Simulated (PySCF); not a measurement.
**Mayer bond orders and bond lengths**

C₄H₈F₂OSi.
Atom-mapped SMILES: `[CH3:1]/[C:2]([F:3])=[C:4](/[CH2:5][F:6])[SiH2:7][OH:8]` (hydrogens: H9, H10, H11 on C1; H12, H13 on C5; H14, H15 on Si7; H16 on O8)

Cartesian coordinates in Å at the GFN2-xTB level; atoms count from 1:
```xyz
16
C4H8F2OSi angstrom
C     -2.2494   -0.3545    0.2648
C     -1.1601    0.6318    0.0206
F     -1.6248    1.9085   -0.1105
C      0.1405    0.3899   -0.0648
C      1.1002    1.5179   -0.2983
F      2.1246    1.1312   -1.1427
Si     0.8260   -1.3643    0.1438
O      2.4392   -1.3525    0.2356
H     -2.0923   -0.8739    1.2073
H     -3.2054    0.1622    0.2977
H     -2.2749   -1.0988   -0.5281
H      1.5811    1.8218    0.6395
H      0.6228    2.3840   -0.7662
H      0.4471   -1.9032    1.4444
H      0.3501   -2.1620   -0.9896
H      2.9677   -0.8291   -0.3650
```

Bond orders from the PBE0/pcSseg-1 density (PySCF). The structure is a single GFN2-xTB conformer in the gas phase; no vibrational or solvent corrections. GFN2-xTB frequencies show an imaginary mode (90i cm⁻¹), so this geometry is no minimum at that level.

How far do the computed orders between heavy atoms stray from the drawn ones?

The largest departure is 0.221, at C2–C4 (drawn double, 1.779) and C4–Si7 (drawn single, 0.781). Drawn single, order below 0.88: C5–F6 (0.844) and C4–Si7 (0.781).

Give the Mayer order of every bond, beside its length.

| bond | drawn as | length (Å) | Mayer order |
| --- | --- | --- | --- |
| C1–C2 | single | 1.490 | 1.080 |
| C2–F3 | single | 1.365 | 0.951 |
| C2–C4 | double | 1.326 | 1.779 |
| C4–C5 | single | 1.499 | 1.042 |
| C5–F6 | single | 1.383 | 0.844 |
| C4–Si7 | single | 1.895 | 0.781 |
| Si7–O8 | single | 1.616 | 1.063 |
| C1–H9 | single | 1.088 | 0.940 |
| C1–H10 | single | 1.087 | 0.946 |
| C1–H11 | single | 1.088 | 0.940 |
| C5–H12 | single | 1.097 | 0.938 |
| C5–H13 | single | 1.094 | 0.958 |
| Si7–H14 | single | 1.458 | 0.919 |
| Si7–H15 | single | 1.465 | 0.901 |
| O8–H16 | single | 0.956 | 0.920 |

Bonds between the same two heavy elements. C–C: lowest C4–C5 (1.042, 1.499 Å), highest C2–C4 (1.779, 1.326 Å). C–F: lowest C5–F6 (0.844, 1.383 Å), highest C2–F3 (0.951, 1.365 Å).

Sum the orders of all bonds at each heavy atom with more than one neighbour and set the sums beside the valence in the SMILES.

C1 3.906 (drawn 4), C2 3.810 (drawn 4), C4 3.602 (drawn 4), C5 3.782 (drawn 4), Si7 3.664 (drawn 4), O8 1.983 (drawn 2). Orders between atoms that aren't bonded are not in these sums.

For a closed shell the Mayer order of atoms A and B is Σ (PS)μν (PS)νμ over the basis functions μ on A and ν on B, with P the density and S the overlap matrix.

These values come from a run that also computed NMR shieldings. On Arm Neoverse V1, one thread, shared host with 32 logical CPUs at a one-minute load of 24, this took 37 s of wall time (grids of density and orbitals included) and 0.83 GiB of memory at its peak.
